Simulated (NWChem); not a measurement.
Basis-set convergence for H4AlN

SMILES: [NH2][AlH2]
```xyz
6

Al     0.0000     0.0000    -0.6517
H     -1.4039     0.0000    -1.3933
H      1.4039     0.0000    -1.3933
N      0.0000     0.0000     1.1213
H      0.8296     0.0000     1.7048
H     -0.8296     0.0000     1.7048
```
Charge 0, spin multiplicity 1.

The numbers come from NWChem runs, not from measurements. The geometry was optimised at PBE0/def2-SVP, a minimum by its harmonic frequencies. It is one conformer; others weren't searched.

Quantity: vertical ionisation energy at the level ΔHF (Δ: difference of total energies, the cation a doublet at the parent's geometry with its hole in an orbital of symmetry b2 (C2v labels); it is the state that the SCF runs reached, from PBE0 orbitals for Hartree-Fock references, and need not be the lowest).

The Pople sets run with spherical d functions. The structure started from a generated list of species. No SCF solution was tested for a lower state. Open-shell Hartree-Fock references start from PBE0 orbitals; any time given for them includes that run.

The cost column gives rough processor time relative to 3-21G; each entry includes its own SCF.

| basis | functions | vertical ionisation energy (eV) | relative cost |
|---|---|---|---|
| 3-21G | 30 | ___ | 1 |
| 6-31G* | 40 | ___ | under 3 |
| pcseg-1 | 52 | 8.58 | under 3 |
| aug-cc-pVDZ | 86 | 8.49 | under 3 |
| aug-pcseg-1 | 86 | ___ | under 3 |
| cc-pVQZ | 234 | 8.49 | 100 |
| def2-QZVP | 247 | 8.50 | 100 |

### Question
Complete the blanks.

### Answer

- 3-21G, vertical ionisation energy (eV): 8.17
- 6-31G*, vertical ionisation energy (eV): 8.39
- aug-pcseg-1, vertical ionisation energy (eV): 8.60
